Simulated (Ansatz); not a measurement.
CH3F2GaS (SMILES C[S][Ga]([F])[F]), singlet, geometry from GFN2-xTB (such geometries of metal compounds can be far from the true shape); CASSCF(2,4)/STO-3G (Ansatz, a quantum-chemistry and plane-wave program).

Ansatz was given this input:
Ansatz 0.2 input:
```yaml
crystal:
  periodic: [false, false, false]
  atoms:
    - {symbol: Ga, position_ang: [0.19236132, 0.46273174, 0.35389722]}
    - {symbol: F, position_ang: [1.22397898, 1.82278489, 0.77603766]}
    - {symbol: F, position_ang: [-1.06779064, 0.12590925, 1.55478118]}
    - {symbol: S, position_ang: [0.25024864, -0.86503914, -1.44150419]}
    - {symbol: C, position_ang: [-1.17451658, -1.93283800, -1.00793122]}
    - {symbol: H, position_ang: [-0.99297370, -2.44554312, -0.06660570]}
    - {symbol: H, position_ang: [-1.24554096, -2.65495551, -1.81546780]}
    - {symbol: H, position_ang: [-2.08725973, -1.34477798, -0.95445576]}
basis:
  gaussian:
    orbitals: STO-3G
hamiltonian:
  xc: hf
magnetization: {spin_polarized: false}
correlation: {active_space: {window: {electrons: 2, orbitals: 4}}}
```

The log (banner, timings and long lists left out):

```
Functional definition: HF
537 factors; integrals over basis functions are off by at most 3.9e-5 eV
mean field evaluation 1: about -68822.2616 eV, gradient 2.7e1 eV
mean field evaluation 2: about -68822.3814 eV, gradient 2.7e1 eV
mean field evaluation 4: about -68826.3376 eV, gradient 2.2e0 eV
mean field evaluation 8: about -68826.3826 eV, gradient 4.0e-2 eV
mean field -68826.37802288 eV, -2529.3227401462 hartree, gradient 1.5e-6 eV, S^2 0.000000; 0 other end points of the search recorded, 0 dependent functions left out
reference -68826.37802288 eV, -2529.3227401462 hartree; 37, 37 occupied and 8, 8 virtual orbitals, 537 factors
state -68826.95827707 eV, -2529.3440640943 hartree
Total energy: -68826.95827707 eV, -2529.3440640943 hartree
```
